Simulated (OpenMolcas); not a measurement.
**4f⁴ along the 58-electron sequence**

```json
{
 "Program": "OpenMolcas",
 "Method": "CASSCF",
 "Basis": "ANO-RCC-VTZP",
 "Scalar Hamiltonian": "DKH2, point nucleus",
 "Spin-orbit coupling": "state interaction with AMFI integrals over the reference wave functions, term energies averaged over their components"
}
```

Active space for each ion: 4 electrons in 7 orbitals (4f).

Computed levels in cm-1 above ⁵I₄:

```tsv
Level	Nd2+	Pm3+	Sm4+
⁵I₅	1194	1576	2008
⁵I₆	2535	3328	4216
⁵I₇	3988	5205	6554
⁵I₈	5523	7169	8973
⁵F₁	14453	16677	18645
⁵F₂	14868	17197	19263
⁵F₃	15554	18102	20421
⁵S₂	16141	18857	21358
⁵F₄	16384	19157	21694
weight of ⁵I in the lowest level (%)	98	98	97
```

Measured, with the error of the calculation in %. Measured levels: Nd2+ from Ding et al., The Spectrum and Energy Levels of the Low-lying Configurations of Nd III (preprint, 2023).

```csv
Level,Nd2+
⁵I₅,1138 (+5.0)
⁵I₆,2388 (+6.2)
⁵I₇,3715 (+7.4)
⁵I₈,5093 (+8.4)
⁵F₂,10774 (+38.0)
⁵F₃,11425 (+36.1)
⁵F₄,12181 (+34.5)
```

The fine-structure level ⁵I₈ changes by a factor of 1.62 from Nd2+ to Sm4+. Its fourth root runs 8.62, 9.20, 9.73, with steps per unit of Z of 0.58, 0.53; equal steps would mean a (Z - σ)^4 law with constant σ.

⁵F₁ changes by a factor of 1.29 over the same range, with steps per unit of Z of +2220, +1970 cm-1.

High states are left out of the spin-orbit mixing, which shifts the levels that they would mix with. Without dynamic correlation excited terms often stand tens of per cent too high (terms of higher spin than the ground term too low), and those without a measured partner can miss by more than the paired ones. Measured partners are found by configuration, term and J. A level has none where our copy of the source lacks it or the pairing is in doubt (some pairs that miss far off the trend of their configuration count as doubtful), and it then counts in no deviation. Levels of configurations outside the active space are missing.
